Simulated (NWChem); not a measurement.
Program: NWChem. System: F4Te, charge 0, spin multiplicity 1, at a geometry optimised with PBE/def2-SVP with def2 effective core potentials on Te. The structure started from a generated list of species. Level: RHF/def2-TZVP with def2 effective core potentials on Te.

Job file:

```
start mol
memory heap 200 mb stack 900 mb global 1100 mb
geometry units angstroms nocenter noautoz
  Te     0.000000     0.000000     0.295737
  F     -1.959087     0.000000     0.088535
  F      0.000000     1.469102    -0.942885
  F      1.959087     0.000000     0.088535
  F      0.000000    -1.469102    -0.942885
  symmetry group C2v
end
basis spherical
  * library def2-tzvp
end
ecp
  Te library def2-ecp
end
scf
  rhf
  nopen 0
  maxiter 100
  thresh 1e-7
  semidirect memsize 60000000 filesize 0
end
task scf energy
```

Output (cleaned and shortened):

```
             Northwest Computational Chemistry Package (NWChem) 7.3.0
             --------------------------------------------------------

                                NWChem Input Module
                                -------------------

 Scaling coordinates for geometry "geometry" by  1.889725989
 (inverse scale =  0.529177249)

 Turning off AUTOSYM since
 SYMMETRY directive was detected!

                             Geometry "geometry" -> ""
                             -------------------------

 Output coordinates in angstroms (scale by  1.889725989 to convert to a.u.)

  No.       Tag          Charge          X              Y              Z
 ---- ---------------- ---------- -------------- -------------- --------------
    1 Te                  52.0000     0.00000000     0.00000000     0.29573700
    2 F                    9.0000    -1.95908700     0.00000000     0.08853500
    3 F                    9.0000     0.00000000     1.46910200    -0.94288500
    4 F                    9.0000     1.95908700     0.00000000     0.08853500
    5 F                    9.0000     0.00000000    -1.46910200    -0.94288500

 Effective nuclear repulsion energy (a.u.)     599.2419884579

            Nuclear Dipole moment (a.u.)
            ----------------------------
        X                 Y               Z
 ---------------- ---------------- ----------------
     0.0000000000     0.0000000000     0.0000453534

      Symmetry information
      --------------------

 Group name             C2v
 Group number             16
 Group order               4
 No. of unique centers     3

      Symmetry unique atoms

     1    2    3


 Summary of "ao basis" -> "" (spherical)
 ------------------------------------------------------------------------------
       Tag                 Description            Shells   Functions and Types
 ---------------- ------------------------------  ------  ---------------------
 *                         def2-tzvp                  on all atoms

 Summary of "ao basis" -> "ao basis" (spherical)
 ------------------------------------------------------------------------------
       Tag                 Description            Shells   Functions and Types
 ---------------- ------------------------------  ------  ---------------------
 Te                        def2-tzvp                16       50   6s5p3d2f
 F                         def2-tzvp                11       31   5s3p2d1f

                                 NWChem SCF Module
                                 -----------------

  ao basis        = "ao basis"
  functions       =   174
  atoms           =     5
  closed shells   =    30
  open shells     =     0
  charge          =   0.00
  wavefunction    = RHF
  use symmetry    = T
  symmetry adapt  = T

 Summary of "ao basis" -> "ao basis" (spherical)
 ------------------------------------------------------------------------------
       Tag                 Description            Shells   Functions and Types
 ---------------- ------------------------------  ------  ---------------------
 Te                        def2-tzvp                16       50   6s5p3d2f
 F                         def2-tzvp                11       31   5s3p2d1f

      Symmetry analysis of basis
      --------------------------

        a1         63
        a2         25
        b1         43
        b2         43

 Forming initial guess at       0.1s

      Superposition of Atomic Density Guess
      -------------------------------------

 Sum of atomic energies:        -708.94056750

      Non-variational initial energy
      ------------------------------

 Total energy =    -664.668024
 1-e energy   =   -1672.778678
 2-e energy   =     683.046405
 HOMO         =      -0.397776
 LUMO         =      -0.056158

      Symmetry analysis of molecular orbitals - initial
      -------------------------------------------------

  Numbering of irreducible representations:

     1 a1          2 a2          3 b1          4 b2

  Orbital symmetries:

     1 a1          2 b2          3 b1          4 a1          5 a1
     6 b1          7 b2          8 a1          9 a1         10 b2
    11 b1         12 a2         13 a1         14 a1         15 b1
    16 b2         17 a1         18 a1         19 b1         20 b2
    21 a1         22 a2         23 b1         24 a1         25 b2
    26 a1         27 b2         28 b1         29 a2         30 a1
    31 b2         32 a1         33 b1         34 a1         35 b2
    36 b1         37 a1         38 a1         39 a2         40 b1

 Starting SCF solution at       2.0s

 ----------------------------------------------
         Quadratically convergent ROHF

 Convergence threshold     :          1.000E-07
 Maximum no. of iterations :          100
 Final Fock-matrix accuracy:          1.000E-09
 ----------------------------------------------

              iter       energy          gnorm     gmax       time
             ----- ------------------- --------- --------- --------
                 1     -664.7467342115  1.89D+00  3.03D-01      2.1
                 2     -664.9110875393  4.08D-01  6.54D-02      2.4
                 3     -664.9229806501  1.47D-02  3.64D-03      3.0
                 4     -664.9230078612  1.60D-04  2.84D-05      3.7
                 5     -664.9230078630  1.93D-08  4.28D-09      5.0

       Final RHF  results
       ------------------

         Total SCF energy =   -664.923007863029
      One-electron energy =  -1670.877137654131
      Two-electron energy =    680.889880740952
 Nuclear repulsion energy =    325.064249050150

        Time for solution =      3.1s

       Symmetry analysis of molecular orbitals - final
       -----------------------------------------------

  Numbering of irreducible representations:

     1 a1          2 a2          3 b1          4 b2

  Orbital symmetries:

     1 b2          2 a1          3 a1          4 b1          5 a1
     6 b2          7 b1          8 a1          9 a1         10 b2
    11 a2         12 a1         13 b1         14 a1         15 b2
    16 b1         17 a1         18 a1         19 b1         20 b2
    21 a1         22 a2         23 b1         24 b2         25 a1
    26 b2         27 a1         28 b1         29 a2         30 a1
    31 b2         32 a1         33 b1         34 a1         35 b2
    36 b1         37 a1         38 a1         39 a2         40 b1

             Final eigenvalues
             -----------------

              1
    1  -26.3426
    2  -26.3426
    3  -26.2875
    4  -26.2875
    5   -7.3332
    6   -5.3023
    7   -5.2997
    8   -5.2966
    9   -2.1668
   10   -2.1611
   11   -2.1587
   12   -2.1537
   13   -2.1525
   14   -1.6250
   15   -1.6019
   16   -1.5631
   17   -1.5536
   18   -0.9292
   19   -0.7432
   20   -0.7380
   21   -0.7228
   22   -0.7026
   23   -0.6810
   24   -0.6784
   25   -0.6732
   26   -0.6376
   27   -0.6339
   28   -0.6334
   29   -0.6305
   30   -0.5165
   31   -0.0132
   32    0.0550
   33    0.0913
   34    0.2119
   35    0.2215
   36    0.2672
   37    0.3389
   38    0.3623
   39    0.3996
   40    0.4208

                       ROHF Final Molecular Orbital Analysis
                       -------------------------------------

 Vector   28  Occ=2.000000D+00  E=-6.333520D-01  Symmetry=b1
              MO Center= -7.8D-14, -1.5D-14, -8.1D-02, r^2= 4.1D+00
   Bfn.  Coefficient  Atom+Function         Bfn.  Coefficient  Atom+Function
  ----- ------------  ---------------      ----- ------------  ---------------
    58      0.287998  2 F  pz               120     -0.287998  4 F  pz
    61      0.254560  2 F  pz               123     -0.254560  4 F  pz
    64      0.165973  2 F  pz               126     -0.165973  4 F  pz
    87     -0.158031  3 F  px               149     -0.158031  5 F  px

 Vector   29  Occ=2.000000D+00  E=-6.304509D-01  Symmetry=a2
              MO Center=  5.1D-16,  1.1D-14, -7.7D-02, r^2= 4.1D+00
   Bfn.  Coefficient  Atom+Function         Bfn.  Coefficient  Atom+Function
  ----- ------------  ---------------      ----- ------------  ---------------
    57      0.315696  2 F  py               119     -0.315696  4 F  py
    60      0.279600  2 F  py               122     -0.279600  4 F  py
    63      0.181309  2 F  py               125     -0.181309  4 F  py
    87      0.151594  3 F  px               149     -0.151594  5 F  px

 Vector   30  Occ=2.000000D+00  E=-5.165341D-01  Symmetry=a1
              MO Center=  2.6D-13,  1.5D-16,  4.7D-01, r^2= 3.1D+00
   Bfn.  Coefficient  Atom+Function         Bfn.  Coefficient  Atom+Function
  ----- ------------  ---------------      ----- ------------  ---------------
     5      0.423045  1 Te s                  6      0.411901  1 Te s
     2      0.339375  1 Te s                  3     -0.289589  1 Te s
    18      0.268976  1 Te pz                12     -0.240549  1 Te pz
    15      0.215974  1 Te pz                56     -0.214410  2 F  px
   118      0.214410  4 F  px                 1     -0.202357  1 Te s

 Vector   31  Occ=0.000000D+00  E=-1.320311D-02  Symmetry=b2
              MO Center=  2.7D-15, -4.1D-14,  5.9D-01, r^2= 3.1D+00
   Bfn.  Coefficient  Atom+Function         Bfn.  Coefficient  Atom+Function
  ----- ------------  ---------------      ----- ------------  ---------------
    20      0.554007  1 Te py                17      0.446253  1 Te py
    11     -0.356458  1 Te py                14      0.313394  1 Te py
    33      0.232766  1 Te d -1              86     -0.164277  3 F  s
   148      0.164277  5 F  s

 Vector   32  Occ=0.000000D+00  E= 5.500960D-02  Symmetry=a1
              MO Center=  3.7D-15, -1.9D-14,  1.4D-01, r^2= 3.9D+00
   Bfn.  Coefficient  Atom+Function         Bfn.  Coefficient  Atom+Function
  ----- ------------  ---------------      ----- ------------  ---------------
    21      0.760545  1 Te pz                 5     -0.624733  1 Te s
     6     -0.392194  1 Te s                  2     -0.352092  1 Te s
    18      0.327454  1 Te pz                86      0.309775  3 F  s
   148      0.309775  5 F  s                  3      0.283799  1 Te s
     4      0.284207  1 Te s                 12     -0.284623  1 Te pz

 Vector   33  Occ=0.000000D+00  E= 9.125538D-02  Symmetry=b1
              MO Center= -4.2D-14,  3.6D-14,  6.4D-01, r^2= 4.2D+00
   Bfn.  Coefficient  Atom+Function         Bfn.  Coefficient  Atom+Function
  ----- ------------  ---------------      ----- ------------  ---------------
    19      0.980014  1 Te px                55      0.491015  2 F  s
   117     -0.491015  4 F  s                 16      0.448912  1 Te px
    10     -0.336453  1 Te px                13      0.300280  1 Te px
    62      0.175721  2 F  px               124      0.175721  4 F  px

 center of mass
 --------------
 x =   0.00000000 y =   0.00000000 z =   0.05466019

 moments of inertia (a.u.)
 ------------------
         454.505899566067           0.000000000000           0.000000000000
           0.000000000000         682.431042918262           0.000000000000
           0.000000000000           0.000000000000         813.629682900790

  Mulliken analysis of the total density
  --------------------------------------

    Atom       Charge   Shell Charges
 -----------   ------   -------------------------------------------------------
    1 Te  24    22.10   0.29 -0.84  1.56  1.00  1.23  0.52 -0.49  6.44  0.72  1.00  0.05  9.17  0.97  0.31  0.19  0.00
    2 F    9     9.52   0.77  1.20  0.60  1.01  0.38  2.22  2.29  1.05  0.00  0.01  0.00
    3 F    9     9.43   0.77  1.20  0.60  1.02  0.36  2.21  2.29  0.97  0.00  0.01  0.00
    4 F    9     9.52   0.77  1.20  0.60  1.01  0.38  2.22  2.29  1.05  0.00  0.01  0.00
    5 F    9     9.43   0.77  1.20  0.60  1.02  0.36  2.21  2.29  0.97  0.00  0.01  0.00

       Multipole analysis of the density wrt the origin
       ------------------------------------------------

     L   x y z        total         open         nuclear
     -   - - -        -----         ----         -------
     0   0 0 0     -0.000000      0.000000     60.000000

     1   1 0 0      0.000000      0.000000      0.000000
     1   0 1 0      0.000000      0.000000      0.000000
     1   0 0 1      1.445260      0.000000    -15.648088

     2   2 0 0    -42.260246      0.000000    246.704813
     2   1 1 0     -0.000000      0.000000      0.000000
     2   1 0 1      0.000000      0.000000      0.000000
     2   0 2 0    -34.665895      0.000000    138.731179
     2   0 1 1      0.000000      0.000000      0.000000
     2   0 0 2    -32.523770      0.000000     65.145924

 Task  times  cpu:        5.1s     wall:        5.1s

 Total times  cpu:        5.1s     wall:        5.1s
```
